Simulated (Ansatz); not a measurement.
Br2H4HfN2 (`[NH2][Hf]([NH2])([Br])[Br]`) at its PBE0-D4/def2-TZVP geometry, where that method's forces vanish. The species carries charge 0 and has multiplicity 1. Hf takes the def2 core potential.

```
atom    x (Å)    y (Å)    z (Å)
  N1   0.2486  -1.2344   1.1228
 Hf2  -0.3008   0.5056   0.2947
  N3   0.2672   0.3657  -1.6260
 Br4   0.9440   2.4053   1.3823
 Br5  -2.8051   0.7508   0.3928
  H6   1.1247  -1.4042   1.5986
  H7  -0.3395  -2.0526   1.2095
  H8   0.7290  -0.4238  -2.0531
  H9   0.1318   1.0876  -2.3216
```

Question: For each bond, give half the difference of the two atoms' forces along it (eV/Å; positive pushes the atoms apart) under PBE-D4, r2SCAN-D4, B3LYP-D4, ωB97M-V in def2-TZVPP. (Estimate.)

Answer: Computed: 
| bond | length (Å) | PBE-D4 | r2SCAN-D4 | B3LYP-D4 | ωB97M-V |
| --- | --- | --- | --- | --- | --- |
| N1–Hf2 | 2.004 | -0.04 | 0.03 | 0.10 | 0.03 |
| N1–H6 | 1.011 | 0.23 | 0.01 | -0.05 | -0.02 |
| N1–H7 | 1.011 | 0.23 | 0.02 | -0.04 | -0.01 |
| Hf2–N3 | 2.008 | 0.00 | 0.05 | 0.12 | 0.01 |
| Hf2–Br4 | 2.518 | 0.01 | 0.01 | 0.09 | 0.03 |
| Hf2–Br5 | 2.518 | 0.01 | 0.01 | 0.09 | 0.03 |
| N3–H8 | 1.009 | 0.21 | 0.00 | -0.05 | -0.02 |
| N3–H9 | 1.012 | 0.23 | 0.02 | -0.05 | -0.02 |

B3LYP here is the variant with VWN-RPA as its local correlation; programs differ in this.
